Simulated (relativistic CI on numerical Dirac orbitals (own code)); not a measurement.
Radial parameters of Zr²¹⁺

Calculated at this level of theory: Dirac-Coulomb-Breit CI, KLI orbitals optimised for each configuration, QED by a radiative potential, unscaled Slater integrals (own radial code, finite nucleus).

Slater integrals F^k, G^k are unscaled and averaged over j, outside the closed core [Ne]; ζ comes from projecting the Hamiltonian with its Breit term on Σ l·s of the shell.

- 3s2 3p6 3d: ζ(3d) = 11276 cm⁻¹; <r>(3d) = 0.3694, <r^2>(3d) = 0.1589 (bohr units).
- 3s2 3p5 3d2: ζ(3p) = 93908, F^2(3d,3d) = 273960, F^4(3d,3d) = 176430, F^2(3p,3d) = 243900, G^1(3p,3d) = 268600, G^3(3p,3d) = 176990, ζ(3d) = 11067 cm⁻¹; <r>(3p) = 0.4084, <r^2>(3p) = 0.1924, <r>(3d) = 0.3704, <r^2>(3d) = 0.1598 (bohr units).
- 3s 3p6 3d2: F^2(3d,3d) = 273590, F^4(3d,3d) = 176180, G^2(3s,3d) = 202800, ζ(3d) = 11188 cm⁻¹; <r>(3s) = 0.4164, <r^2>(3s) = 0.1974, <r>(3d) = 0.3708, <r^2>(3d) = 0.1602 (bohr units).

Give the Racah parameters of the d shell in 3s2 3p5 3d2.

B = F²/49 − 5F⁴/441 = 3591 cm⁻¹ and C = 35F⁴/441 = 14002 cm⁻¹.

Averages of the first 10 configurations, taken without configuration mixing, which lowers the lowest level and can move excited configurations by several eV; other configurations of the list can lie among them:

```
Configuration  Parity  States  Average energy above the lowest level (eV)
   3s2 3p6 3d    even      10                                         2.6
  3s2 3p5 3d2     odd     270                                       128.1
   3s 3p6 3d2    even      90                                       226.9
   3s2 3p6 4s    even       2                                       370.4
   3s2 3p6 4p     odd       6                                       404.6
   3s2 3p6 4d    even      10                                       453.2
   3s2 3p6 4f     odd      14                                       494.3
3s2 3p5 3d 4s     odd     120                                       491.5
3s2 3p5 3d 4p    even     360                                       525.7
      3p6 3d3    even     120                                       456.3
```
